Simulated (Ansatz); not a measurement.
Cost and result up the ladder for `CC(C)(C)C#CC#CC#CC#CC#CC#CC#CC#CC#CC(C)(C)C` (44 atoms). The state is a singlet with charge 0. Geometry: PBE-D4/def2-SVP.

Ansatz on 2 threads of AMD EPYC 7R13 on a shared host and a share (18 GiB) of an NVIDIA H100 80GB HBM3. Times are rough, and most runs start from the orbitals of an earlier one. ωB97X-V/def2-TZVP serves as the yardstick here, not as an exact answer. Differences are given only for rows in sets of like size (and for xTB, whose basis is part of the method), since another set adds its own error. Binding counts from free atoms at the same level (C triplet, H doublet; other spins of the atoms weren't run), without zero-point energy or a counterpoise term.

B3LYP takes the VWN-RPA correlation. Correlated methods freeze 26 core orbitals. The rows differ in basis, and correlated rows in double-zeta sets carry the largest basis error. Single mean-field runs in def2-SVP, def2-TZVP are fitted with def2-universal-jkfit.

Run but left out: HF/STO-3G, HF/6-31G (restricted singlet, unstable in another Hartree–Fock run and untested here).

Correlated methods converge slowly with the basis, most of all in double-zeta sets.

```
                          level  functions  wall time  binding energy per atom (eV)  difference from ωB97X-V/def2-TZVP (eV)                  remarks
               PBE0-D4/def2-SVP        454      4.9 s                          5.22                                       –                        –
                PBE-D4/def2-SVP        454      5.5 s                          5.37                                       –                        –
                 B3LYP-D4/6-31G        270      7.5 s                          4.98                                       –                        –
                   MP2/def2-SVP        454        8 s                          5.04                                       –  restricted SCF unstable
            r2SCAN-D4/def2-TZVP        914        9 s                          5.11                                    0.11                        –
              BLYP-D4/def2-TZVP        914        9 s                          5.11                                    0.11                        –
          LDA (SPW92)/def2-TZVP        914      9.5 s                          5.90                                    0.91                        –
PBE0-D4/def2-TZVP (with forces)        914       11 s                          5.14                                    0.14                        –
 PBE-D4/def2-TZVP (with forces)        914       11 s                          5.30                                    0.30                        –
              ωB97X-V/def2-TZVP        914       14 s                          5.00                                    0.00                        –
```
